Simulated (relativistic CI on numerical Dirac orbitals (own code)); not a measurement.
Forbidden transitions in Lu31+

These numbers are calculated, not measured: Dirac-Coulomb-Breit CI, KLI orbitals optimised for each configuration, model QED (radiative potential, 1s self-energy scaled to tabulated hydrogen-like ionisation energies), unscaled Slater integrals (own radial code, finite nucleus).

Configurations in the expansion (outside the closed core [Ar] 3d10): 4s²4p⁶4d⁴, 4s²4p⁵4d⁵, 4s²4p⁶4d³4f, 4s4p⁶4d⁵, 4s²4p⁵4d⁴4f, 4s4p⁶4d⁴4f, 4s²4p⁶4d³5s, 4s²4p⁶4d²4f5s, 4s²4p⁶4d³5p, 4s²4p⁶4d³5d, 4s²4p⁵4d⁴5s, 4s²4p⁶4d³5f, 4s²4p⁶4d²5s5p, 4p⁶4d⁵4f, 4s4p⁶4d³4f5s, 4s²4p⁶4d³6s, 4s²4p⁶4d³6p, 4s²4p⁶4d³6f, 4s²4p⁶4d³7p, 4p⁶4d⁶, 4p⁵4d⁷, 4p⁵4d⁶4f, 4s²4p⁶4d²5s², 4s²4p⁶4d4f5s², 4s²4p⁵4d²4f5s², 4s4p⁶4d²4f5s². Double excitations out of closed p, d and f shells are left out; levels of such configurations are missing from the list, as are those of other unlisted configurations, and high levels can miss mixing partners. These lack a partner that the ground configuration has and come out too high: 4s²4p⁵4d⁴5s.

```tsv
λ vac (nm)	Lower	Upper	Type	A (s⁻¹)	log gf
59.545	4s²4p⁶4d⁴ ⁵D3 [5]	4s²4p⁶4d⁴ ³F4 [17]	M1	8.88e+03	-5.37
60.401	4s²4p⁶4d⁴ ⁵D3 [5]	4s²4p⁶4d⁴ ³F2 [16]	M1	3.25e+04	-5.05
67.698	4s²4p⁶4d⁴ ⁵D0 [6]	4s²4p⁶4d⁴ ³D1 [22]	M1	2.99e+04	-5.21
72.431	4s²4p⁶4d⁴ ⁵D2 [8]	4s²4p⁶4d⁴ ³D1 [22]	M1	2.79e+04	-5.18
76.821	4s²4p⁶4d⁴ ³F4 [4]	4s²4p⁶4d⁴ ³F3 [14]	M1	1.31e+04	-5.09
78.224	4s²4p⁶4d⁴ ⁵D4 [7]	4s²4p⁶4d⁴ ¹G4 [19]	M1	2.78e+04	-4.64
79.557	4s²4p⁶4d⁴ ⁵D1 [2]	4s²4p⁶4d⁴ ⁵D2 [8]	M1	2.94e+04	-4.86
81.169	4s²4p⁶4d⁴ ³H5 [10]	4s²4p⁶4d⁴ ¹I6 [23]	M1	1.39e+04	-4.75
82.197	4s²4p⁶4d⁴ ³G3 [9]	4s²4p⁶4d⁴ ¹G4 [19]	M1	1.18e+04	-4.97
82.255	4s²4p⁶4d⁴ ⁵D2 [8]	4s²4p⁶4d⁴ ³F3 [18]	M1	3.04e+04	-4.67
84.512	4s²4p⁶4d⁴ ³G3 [9]	4s²4p⁶4d⁴ ³F3 [18]	M1	2.23e+04	-4.78
85.420	4s²4p⁶4d⁴ ⁵D2 [3]	4s²4p⁶4d⁴ ³P1 [12]	M1	2.59e+04	-5.07
86.175	4s²4p⁶4d⁴ ⁵D1 [2]	4s²4p⁶4d⁴ ⁵D0 [6]	M1	6.22e+04	-5.16
88.267	4s²4p⁶4d⁴ ³H6 [11]	4s²4p⁶4d⁴ ¹I6 [23]	M1	1.14e+04	-4.76
96.901	4s²4p⁶4d⁴ ³F4 [4]	4s²4p⁶4d⁴ ³H5 [10]	M1	1.02e+04	-4.80
104.80	4s²4p⁶4d⁴ ⁵D4 [7]	4s²4p⁶4d⁴ ³F4 [17]	M1	1.10e+04	-4.79
109.34	4s²4p⁶4d⁴ ⁵D2 [3]	4s²4p⁶4d⁴ ³G3 [9]	M1	8.55e+03	-4.97
119.10	4s²4p⁶4d⁴ ³P0 [1]	4s²4p⁶4d⁴ ⁵D1 [2]	M1	1.68e+04	-4.97
119.80	4s²4p⁶4d⁴ ³F4 [4]	4s²4p⁶4d⁴ ⁵D4 [7]	M1	1.57e+04	-4.52
127.06	4s²4p⁶4d⁴ ⁵D3 [5]	4s²4p⁶4d⁴ ³G3 [9]	M1	1.08e+04	-4.74
```

Terms are leading LS components. Brackets give the number of a level in order of energy, since labels repeat. The list gives strong lines, with weight on those to low levels, among the lowest 400 of 8893 levels, so that lines to higher ones, which can be the strongest, are missing. Levels whose partners in the same complex of configurations lie outside the list can be far off, and so can their lines. Rates are taken at the computed energies, electric ones in the length gauge.

At this charge energies of transitions that change n are usually good to better than 1 %, and those within a shell (Δn = 0) to a few per cent. Terms inside the open d or f shell come out 10 to 20 % too wide with unscaled integrals.

LS names give the leading component of a level, which can be under half, so a name can repeat, a term be missing and a line seem to break the LS rules.
